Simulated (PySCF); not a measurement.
Ag(Cl) anion (AgCl), SMILES [Cl][Ag] (connectivity only; charge and spin as stated), charge -1, multiplicity 2.

Geometry optimised at PBE0-D3(BJ)/def2-TZVPD. The spin state was assumed, not searched. The def2 effective core potentials stand for the cores of Ag; spin–orbit coupling is left out.

Two levels are set side by side: PBE/def2-TZVPD (PySCF) and PBE0/def2-TZVPD (PySCF). Same geometry, gas phase. Differences are taken from unrounded values.

```csv
quantity,PBE0
α-spin orbital gap (eV),3.86
β-spin orbital gap (eV),5.00
mean polarisability (bohr³),101.6
```

Q: What does PBE give, and how far is it from PBE0? (The exact figures need the calculation; the answer reports its results.)

A: 
| quantity | PBE | PBE minus PBE0 |
|---|---|---|
| α-spin orbital gap (eV) | 2.72 | -1.15 |
| β-spin orbital gap (eV) | 2.78 | -2.22 |
| mean polarisability (bohr³) | 102.3 | 0.7 |

Rough cost on one machine, each run with all the roots and properties that it gave: PBE0 against PBE about 1/2.
